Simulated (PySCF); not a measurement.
**Deuteron quadrupole couplings in `CC1([SiH](O)O)CC1`**

Compound: C4H10O2Si.
Geometry (GFN2-xTB, Å), atoms numbered from 1 in this order:
```xyz
17
C4H10O2Si angstrom
C     -0.953   -1.286   -0.498
C     -0.395    0.015    0.040
Si     1.480    0.095    0.213
O      2.254   -0.068   -1.220
O      1.935   -1.180    1.102
C     -1.236    0.748    1.047
C     -1.120    1.278   -0.345
H     -0.530   -1.510   -1.476
H     -0.700   -2.104    0.174
H     -2.037   -1.238   -0.594
H      1.901    1.348    0.841
H      2.046    0.517   -1.941
H      2.796   -1.564    0.955
H     -0.743    1.285    1.843
H     -2.173    0.300    1.344
H     -1.979    1.192   -0.995
H     -0.552    2.183   -0.501
```

Level: PBE0/pcSseg-1 (PySCF, non-relativistic); Q(2H) = 0.00286 b; rigid geometry, the same for H and D, with no vibrational averaging.

Task: Rank these positions by the coupling χzz of a deuteron there, largest first.
A. H11 (Si–H hydrogen)
B. H15 (methylene hydrogen)
C. H12 (hydroxyl hydrogen)
D. H8 (methyl hydrogen)
E. H13 (hydroxyl hydrogen)

Result: C (349 kHz), E (345 kHz), B (223 kHz), D (209 kHz), A (106 kHz).

Task: Give the electric field gradient Vzz (the principal value of largest size), its asymmetry and the 2H coupling at each hydrogen.

Result: 
| atom | bonded to | bond length (Å) | Vzz (au) | η | χzz (kHz) |
| --- | --- | --- | --- | --- | --- |
| H8 | C1 | 1.090 | 0.3115 | 0.02 | 209 |
| H9 | C1 | 1.088 | 0.3116 | 0.01 | 209 |
| H10 | C1 | 1.089 | 0.3120 | 0.03 | 210 |
| H11 | Si3 | 1.464 | 0.1579 | 0.01 | 106 |
| H12 | O4 | 0.952 | 0.5197 | 0.06 | 349 |
| H13 | O5 | 0.953 | 0.5131 | 0.06 | 345 |
| H14 | C6 | 1.079 | 0.3317 | 0.07 | 223 |
| H15 | C6 | 1.080 | 0.3313 | 0.07 | 223 |
| H16 | C7 | 1.081 | 0.3302 | 0.08 | 222 |
| H17 | C7 | 1.081 | 0.3306 | 0.07 | 222 |

Task: Average by the element that carries the hydrogen.

Result: on C: 217 kHz over 7 positions, mean bond length 1.084 Å; on Si: 106 kHz over 1 position, mean bond length 1.464 Å; on O: 347 kHz over 2 positions, mean bond length 0.953 Å.

Task: How does χzz go with the bond length over the 7 C–H bonds?

Result: A straight-line fit has a slope of -14.5 kHz for each 0.01 Å, with a correlation coefficient of -1.00, over lengths from 1.079 to 1.090 Å. The longer bonds have the smaller couplings here.

Task: Give the 2H NMR doublet splittings at H13 for a magnetic field along the z, y and x axes of the gradient: 3χ/2, 3χ(1 + η)/4, 3χ(1 − η)/4.

Result: With |χ| = 344.8 kHz and η = 0.060: 517, 274 and 243 kHz, to first order and without motion.

The structure is a single GFN2-xTB conformer in the gas phase; no vibrational or solvent corrections. GFN2-xTB bond lengths can be off by several hundredths of an ångström, more for odd bonds, and the gradients follow them. With a basis this small, the couplings can be 20 % off.
